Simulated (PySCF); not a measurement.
# Radial density of Sn²⁺ (tin, charge +2)

UHF, [Kr] 4d10 5s2, closed-shell 1S. Computed with PySCF 2.14 in x2c-QZVPPall (13s9p7d4f1g, 112 functions), with the spin-free X2C one-electron Hamiltonian (Gaussian nucleus).

```tsv
r (bohr)	4πr²ρ (e/bohr)
0.0304	58.71
0.0511	59.91
0.0859	82.33
0.145	61.21
0.243	66.85
0.409	36.93
0.688	22.43
1.16	14.04
1.95	2.664
3.27	0.3875
5.51	0.006458
```

Densities and radii are taken from the X2C orbitals without a picture-change correction, which distorts them close to the nucleus.
